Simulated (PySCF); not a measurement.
Hf(F)3(OH)(OH2) (F3H3HfO2), SMILES [F][Hf]([F])(<-[OH2])([F])[OH], multiplicity 1.

Geometry: B3LYP-D3(BJ)/def2-SVP. The multiplicity is an assumed one; no other spin state was optimised. The structure was generated by enumeration; whether it is a known compound was not checked. The def2 effective core potentials stand for the cores of Hf; spin–orbit coupling is left out. Other conformers were not sampled.

These are PBE/def2-TZVP (PySCF) values and carry that method's errors.

The molecule is in vacuum.

Question: Estimate the frontier levels, gap, dipole moment and polarisability. (Estimate from the structure and the level; the computed values follow.)

Answer: 
- highest occupied level: -7.62 eV
- lowest empty level: -1.22 eV
- orbital gap: 6.40 eV
- dipole moment: 2.49 D
- quadrupole, principal values (traceless, Buckingham form, about the centre of nuclear charge): -12.24, -10.71, 22.95 D·Å
- mean static polarisability: 46.4 bohr³ (6.87 Å³)
- polarisability, principal values: 41.9, 43.2, 54.0 bohr³
